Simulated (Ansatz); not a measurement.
`[CH3][Mg][O][SiH3]` + `S[SiH2][GeH3]` → `CS[SiH2][GeH3]` + `[MgH][O][SiH3]`  (substitution at a C–Mg bond)

Program: Ansatz. Geometries: PBE0-D4/def2-TZVP. ΔE: electronic, gas phase. CCSD(T)/CBS adds triple-zeta CCSD(T) − MP2 to the extrapolated MP2 energy (def2 sets, frozen cores). Functionals use def2-TZVPP. For Ge, Mg outer-core shells are correlated without core-valence functions, which leaves a few kJ/mol of doubt a bond. Scalar relativity is left out up to krypton. Each species was taken in one conformer, which may not be the lowest.

```
       level  ΔE (kJ/mol)
     r2SCANh         43.1
HF/CBS(def2)         36.7
```

Task: What does CCSD(T)/CBS give? (Best estimate.)

Result: Computed: +48.0 kJ/mol. The listed levels differ from it by -4.9, -11.3 kJ/mol.

Largest T1 diagnostic among the species: 0.012.

The D4 term adds −8.8 kJ/mol with B3LYP and −4.8 kJ/mol with PBE0; it sums over pairs of atoms, weighted by their polarisabilities, and B3LYP, whose exchange is more repulsive, gets the larger term. In def2-TZVPP, CCSD(T) changes the Hartree–Fock value by +7.5 kJ/mol (the triples alone add −0.7 kJ/mol) and MP2 by +9.2 kJ/mol.

B3LYP here is the variant with VWN-RPA as its local correlation; programs differ in this.
